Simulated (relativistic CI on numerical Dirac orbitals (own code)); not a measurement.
Method of calculation: Dirac-Coulomb-Breit CI, KLI orbitals optimised for each configuration, QED by a radiative potential, valence Slater integrals scaled by 0.85, configuration energies shifted to the measured levels that pair with them (semi-empirical) (own radial code, finite nucleus).

CI space (outside the closed core [Ne]): 3s2.3p5, 3s.3p6, 3s2.3p4.3d, 3s2.3p4.4s, 3s2.3p4.4p, 3s.3p5.3d, 3s2.3p3.3d2, 3p5.3d2, 3s2.3p4.4d, 3s2.3p4.5s, 3s2.3p4.4f, 3s2.3p4.5p, 3s2.3p4.5d, 3s2.3p4.5f, 3s2.3p4.5g, 3p6.3d, 3s.3p4.3d2, 3s.3p5.4s, 3s.3p5.4p, 3s2.3p3.3d.4s, 3s.3p5.4d, 3s.3p5.5s, 3s.3p5.4f, 3s.3p5.5p, 3s2.3p3.3d.4p, 3s.3p5.5d. Levels of other configurations are missing.

Configurations whose levels could be paired with our table of measured levels were shifted onto them, all but the ground configuration, by the median error of their levels; single terms can still be off by 1,000 to 2,000 cm⁻¹ or more, and rates follow the energies as ν³ (E1, M1) or ν⁵ (E2). The others borrow a shift and can be off by several thousand cm⁻¹ or more. The fine structure of a lone outer electron comes out too small, for d and f at times inverted, and misplaced configurations move strength between like terms. 23 of the 27 excited levels that our extract of the measured tables holds in this range could be paired (the sources list more); they are missed by 313 cm⁻¹ on average and 1480 at most, after the shifts were fitted to these levels, and levels without a partner can miss by more.

Outline of the computed level scheme of Ca IV. Lowest level of each configuration: 3s2.3p5 2P°_3/2 at 0.0000 eV; 3s.3p6 2S_1/2 at 18.8990 eV; 3s2.3p4.3d 4D_7/2 at 24.9556 eV; 3s2.3p4.4s 4P_5/2 at 36.1090 eV; 3s2.3p4.4p 4P°_5/2 at 40.9952 eV.

Some strong electric-dipole decays among the lowest 45 levels: 3s2.3p4.3d 2D_5/2 → 3s2.3p5 2P°_3/2 (8.5e+10 s⁻¹); 3s2.3p4.3d 2D_3/2 → 3s2.3p5 2P°_1/2 (7.6e+10 s⁻¹); 3s2.3p4.4s 2P_3/2 → 3s2.3p5 2P°_3/2 (5.8e+10 s⁻¹); 3s2.3p4.3d 2S_1/2 → 3s2.3p5 2P°_3/2 (5.3e+10 s⁻¹); 3s2.3p4.3d 2P_1/2 → 3s2.3p5 2P°_1/2 (5.0e+10 s⁻¹); 3s2.3p4.3d 2P_1/2 → 3s2.3p5 2P°_3/2 (2.0e+10 s⁻¹); 3s2.3p4.3d 2S_1/2 → 3s2.3p5 2P°_1/2 (2.0e+10 s⁻¹); 3s2.3p4.3d 2P_3/2 → 3s2.3p5 2P°_3/2 (1.7e+10 s⁻¹).

Rates of lines that live on the mixing of spin multiplicities can be off by large factors.

LS names give the leading component of a level, which can be under half, so a name can repeat, a term be missing and a line seem to break the LS rules.
